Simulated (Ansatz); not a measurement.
Geometry optimisation, UKS B3LYP/def2-SVP (Ansatz).

Input:

```yaml
crystal:
  periodic: [false, false, false]
  atoms:
    - { symbol: W, position_ang: [0.039989, 0.041231, -0.31729] }
    - { symbol: Cl, position_ang: [-0.837142, -0.004959, 1.964738] }
    - { symbol: H, position_ang: [1.474667, -0.049558, 0.555706] }
    - { symbol: F, position_ang: [-0.007118, 1.916896, 0.103384] }
    - { symbol: H, position_ang: [-1.560746, 0.077553, 0.583397] }
    - { symbol: H, position_ang: [0.029109, -1.599922, 0.201841] }
    - { symbol: F, position_ang: [0.347866, -0.206948, -2.129267] }
    - { symbol: H, position_ang: [0.513376, -0.044292, 4.13749] }
magnetization:
  spin_polarized: true
  initial_magnetization: 1
basis:
  gaussian: { orbitals: def2-SVP }
hamiltonian:
  xc: b3lyp
relax:
  f_tol: 0.03
  max_steps: 50
```

Launched with:

```bash
$ ansatz run input.yaml --threads 4 --pin off --max-ram 5120MiB --backend cpu --events-out ev --progress --plain --runs-dir out
```

**Question.** Where does it end, and by what steps?

**Answer.** It converged. After 32 steps the energy has fallen by 3.958 eV; H8 moved furthest, 1.63 Å. Joined: Cl2–H8 (2.56 → 1.30 Å).

```csv
step,energy less start (eV),largest force component (eV/Å),accepted
0,0.0000,1.841,yes
2,-0.4580,0.970,yes
4,-2.5362,3.390,yes
6,-3.4560,0.997,yes
8,-3.7279,0.480,yes
10,-3.8113,0.179,yes
12,-3.8469,0.134,yes
14,-3.8584,0.097,yes
16,-3.8633,0.238,no
18,-3.8717,0.063,yes
20,-3.8762,0.639,yes
22,-3.9047,0.456,yes
24,-3.9302,0.425,yes
26,-3.9540,0.052,yes
28,-3.9571,0.065,yes
30,-3.9576,0.122,yes
32,-3.9581,0.022,yes
```

```xyz
8
Properties=species:S:1:pos:R:3
W 0.081 0.113 -0.086
Cl -0.247 -0.243 2.841
H 1.407 -0.910 0.131
F 0.247 1.772 0.812
H -1.502 -0.470 -0.146
H -0.208 -1.481 0.420
F 0.292 0.325 -1.931
H -0.070 1.024 3.059
```

Whether the end is a true minimum wasn't checked by a vibrational analysis.

Time of the run: 85 s on 4 threads of Arm Neoverse V2, on a shared host, peak memory 0.38 GiB.
